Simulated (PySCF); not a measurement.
# Worked example: oscillator strength and radiative lifetime

GaH2I, SMILES [GaH2][I].

Geometry optimised at B3LYP-D3(BJ)/def2-TZVP. The def2 effective core potentials stand for the cores of I; spin–orbit coupling is left out.

TDDFT-ωB97X/def2-SVPD in PySCF puts the first singlet state with f over 0.02 at 5.31 eV (vertical), with the transition dipole (0.000, 0.000, 0.609) in atomic units.

### Question
Find the oscillator strength, the wavelength and the radiative lifetime that this transition would have in vacuum if emission retraced absorption.

### Answer

|μ|² = 0.3709 au, so |μ| = 1.55 D. ΔE = 5.31/27.211 = 0.1951 hartree. f = (2/3) ΔE |μ|² = 0.048 (the program prints 0.048).
λ = 1239.84/5.31 = 233 nm; ν = 42828 cm⁻¹.
Einstein's coefficient A = 0.6670 ν² f s⁻¹ (ν in cm⁻¹) = 5.9e7 s⁻¹, so τ = 1/A = 17 ns. This state is S2; the lower singlet has f = 0.000. The figure is the radiative limit of this one transition; relaxation, internal conversion, crossing to triplets and a medium change what is measured.
